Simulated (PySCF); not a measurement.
Bi(Cl)3 anion (BiCl₃), SMILES [Cl][Bi]([Cl])[Cl] (connectivity only; charge and spin as stated), charge -1, multiplicity 2.

Geometry: PBE0-D3(BJ)/def2-SVPD. The spin state was assumed, not searched. The isomer is the one that the SMILES or the coordinates give; other isomers of the formula were not compared. The def2 effective core potentials stand for the cores of Bi; spin–orbit coupling is left out.

The numbers are results of PBE0-D3(BJ)/def2-SVPD (PySCF 2.14.0), not measurements.

Frequencies are harmonic and unscaled.

Modes within 1.5 cm⁻¹ of each other (mostly degenerate sets) share a row, with their intensities summed.

```csv
mode,ν (cm⁻¹),IR (km/mol),moving atoms (share of kinetic energy)
1–2,36,0.0,"Cl 90 %, Bi 10 %"
3,52,13.6,"Cl 66 %, Bi 34 %"
4–5,231,290.2,"Cl 76 %, Bi 24 %"
6,258,0.0,Cl 100 %
```
